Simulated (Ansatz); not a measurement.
Pulling on the B1–H2 bond in BH5OSi (SMILES BO[SiH3]) (multiplicity 1 held, fragments rigid). Energies count from the point at 1.194 Å.
Geometry at that point (charge 0, multiplicity 1):
```csv
atom,x (Å),y (Å),z (Å)
B,-0.3553,0.1677,1.7461
H,-1.1220,0.7228,2.4744
H,0.5157,-0.5422,2.1656
O,-0.4893,0.3573,0.4177
Si,0.3307,-0.2012,-0.9148
H,0.8626,0.9682,-1.6432
H,-0.6298,-0.9343,-1.7642
H,1.4354,-1.0943,-0.4978
```

Restricted levels (R-, RO-) in cc, def2 and unpolarised 6-31G sets keep to the state of the molecule at rest. Active spaces are followed from a long bond inwards. Levels need not reach the same state.

Correlated levels freeze the cores.

Programs: Ansatz (a first-principles code). Each number belongs to the level named beside it.

Energies in kcal/mol.

| R (Å) | R-CCSD/cc-pV(T+d)Z | R-CCSD(T)/cc-pV(T+d)Z | FIC-MRCISD on CASSCF(2,2)/cc-pV(T+d)Z | FIC-MRCISD+Q on CASSCF(2,2)/cc-pV(T+d)Z |
|---|---|---|---|---|
| 0.955 | 24.0 | 24.1 | 24.3 | 24.1 |
| 1.075 | 4.8 | 4.8 | 4.9 | 4.8 |
| 1.194 | 0.0 | 0.0 | 0.0 | 0.0 |
| 1.314 | 3.2 | 3.1 | 3.0 | 3.1 |
| 1.433 | 10.7 | 10.5 | 10.3 | 10.5 |
| 1.612 | 25.5 | 25.1 | 24.8 | 25.1 |
| 1.791 | 41.3 | 40.6 | 40.1 | 40.6 |
| 2.090 | 65.4 | 63.9 | 63.2 | 63.9 |
| 2.389 | 84.6 | 81.8 | 80.8 | 81.8 |
| 2.747 | 100.7 | 95.4 | 94.5 | 95.8 |
| 3.225 | 112.6 | 101.5 | 103.2 | 104.8 |
| 3.822 | 118.4 | 97.3 | 106.4 | 108.1 |

Doubts at one or more of the structures used: a restricted determinant that unrestricted orbitals would lower (R-CCSD/cc-pV(T+d)Z, R-CCSD(T)/cc-pV(T+d)Z); other coupled-cluster roots lie near (R-CCSD/cc-pV(T+d)Z, R-CCSD(T)/cc-pV(T+d)Z); T1 above 0.05 (R-CCSD/cc-pV(T+d)Z, R-CCSD(T)/cc-pV(T+d)Z).
